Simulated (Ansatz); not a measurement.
Ideal-gas functions of CH$_{6}$GaN, SMILES `[CH3][GaH][NH2]` at 800 K and 1 bar, from an Ansatz frequency run at PBE0-D4/def2-TZVP.

Molar mass 101.79 g/mol, point group Cs (symmetry number 1), electronic degeneracy 1, moments of inertia 29.29, 91.341, 117.513 u Å². Harmonic wavenumbers (cm⁻¹, unscaled): 51, 162, 283, 364, 541, 547, 578, 701, 716, 757, 769, 1229, 1449, 1451, 1565, 1977, 3053, 3131, 3147, 3613, 3719.

Use S(trans) = R[1.5 ln M + 2.5 ln T − 1.1517]; rotational temperatures θ = 24.2544 K / I; S(rot) = R[ln(√π/σ · √(T³/θAθBθC)) + 1.5]; for each mode x = 1.438777 ν̃/T, S = R[x/(eˣ − 1) − ln(1 − e⁻ˣ)] and H = RT x/(eˣ − 1); 1 cm⁻¹ = 0.0119627 kJ/mol; R = 8.31446 J/(mol·K).

By hand: the entropy, in J/(mol·K).

Translation 187.0. Rotation: θ = 0.8281, 0.2655, 0.2064 K, giving 113.5. Vibration, mode by mode: 28.18, 18.60, 14.02, 11.98, 8.86, 8.78, 8.36, 6.92, 6.76, 6.36, 6.25, 3.23, 2.36, 2.36, 2.01, 1.11, 0.22, 0.20, 0.19, 0.09, 0.08, in all 136.9. Electronic 0.0. Sum 437.4 J/(mol·K).

By hand: H − E and G − E in kJ/mol, counted from the electronic energy.

Zero-point energy ½ × 29803 × 0.0119627 = 178.3; thermal vibration 53.3; translation, rotation and pV give 4 RT = 26.6. H − E = 258.2 kJ/mol, and G − E = 258.2 − 800 × 437.4/1000 = -91.7 kJ/mol.

Vibration gives 31 % of the entropy, 28.2 J/(mol·K) of it from the mode under 150 cm⁻¹: soft modes count most, and the harmonic formula is weakest for them. The sum counts one conformer and one mirror image; others add a mixing term.
